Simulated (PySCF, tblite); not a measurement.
C3H6BF3O2.
Structure used (GFN2-xTB), in Å, numbered top down from 1:
```xyz
15
C3H6BF3O2 angstrom
B      2.4960    0.2707    0.5966
O      1.8210   -0.7398    0.0587
C      0.9402   -0.6167   -1.0201
C     -0.4841   -0.8897   -0.5299
F     -1.3004   -1.1592   -1.6004
O     -0.9497    0.2397    0.1279
C     -2.1446    0.1480    0.7721
F     -2.0231    0.6763    2.0022
F     -3.0816    0.8804    0.1461
H      2.4360    1.3667    0.1705
H      3.1688   -0.0195    1.5072
H      0.9688    0.3850   -1.4631
H      1.1911   -1.3703   -1.7752
H     -0.5172   -1.7839    0.1150
H     -2.5257   -0.8854    0.8704
```

Jobs on this species (15 atoms, 72 electrons) with PySCF (density fitting) and tblite. Hardware of each: an Arm Neoverse N1 with one thread, shared host. The host was shared with other jobs, so the times are rough.

**Question.** Rank these jobs by wall time, shortest first.
A. CAM-B3LYP/def2-SVPD; 8 singlets by full TDDFT, 3 Tamm–Dancoff triplets, polarisability, density and orbital grids written; 243 basis functions
B. GFN2-xTB; L-BFGS relaxation
C. PBE0/pcSseg-1; shieldings, charges and field gradients; 183 basis functions

**Answer.** B (1.1 s), C (50 s), A (2.4 min).

All jobs:

```
 level and settings                                                                                                  work  basis functions  SCF cycles  wall time
           GFN2-xTB                                                                         Hessian by finite differences                –           –     0.69 s
           GFN2-xTB                                                                                     L-BFGS relaxation                –           –      1.1 s
      PBE0/pcSseg-1                                                               shieldings, charges and field gradients              183          14       50 s
CAM-B3LYP/def2-SVPD  8 singlets by full TDDFT, 3 Tamm–Dancoff triplets, polarisability, density and orbital grids written              243          13    2.4 min
```

**Question.** What do all jobs in the table cost together?

**Answer.** About 3.3 min; the longest takes about 74 % of that, and about 210 times as long as the shortest.
